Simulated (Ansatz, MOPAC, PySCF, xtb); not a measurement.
Complex: HF (SMILES F) (first 2 atoms) with HI (SMILES I); geometry from B3LYP-D3(BJ)/def2-TZVP, rigid monomers moved along the line of their centres of mass till H2···I3 is 2.38 Å.
(charge 0, multiplicity 1):
```json
[
 {"atom": "F", "x (Å)": "-0.0701", "y (Å)": "0.4750", "z (Å)": "-0.2412"},
 {"atom": "H", "x (Å)": "0.0048", "y (Å)": "0.0346", "z (Å)": "0.5765"},
 {"atom": "I", "x (Å)": "0.1920", "y (Å)": "-0.9254", "z (Å)": "2.7431"},
 {"atom": "H", "x (Å)": "0.1533", "y (Å)": "0.5468", "z (Å)": "3.4097"}
]
```

Counterpoise-corrected where a basis set is named; no monomer relaxation.

Frozen-core correlation. Filled d and f shells under p-block atoms count as core. CBS(a, b) extrapolates the correlation energy as X⁻³ and adds the Hartree–Fock energy of set b. The state that PM6 reach isn't checked.

Programs: Ansatz (a program for electronic structure); MOPAC for PM6 (differences of heats of formation); PySCF for the dispersion terms; xtb for the GFN methods. Values without a source in brackets are computed. In def2 rows elements past Kr take small-core potentials, without spin–orbit coupling.

```tsv
level	interaction energy (kcal/mol)
PM6	-1.11
GFN1-xTB	-9.27
GFN2-xTB	-0.91
HF/def2-TZVPPD	1.35
B3LYP-D4/def2-TZVPPD	-2.23
PBE0-D3(BJ)/def2-TZVPPD	-2.71
PBE0-D4/def2-TZVPPD	-2.65
MP2/def2-SVPD	___
CCSD(T)/CBS(def2-TZVPPD, def2-QZVPPD)	___
```

Some entries are withheld; supply them.


- MP2/def2-SVPD, interaction energy (kcal/mol): -0.13
- CCSD(T)/CBS(def2-TZVPPD, def2-QZVPPD), interaction energy (kcal/mol): -1.47
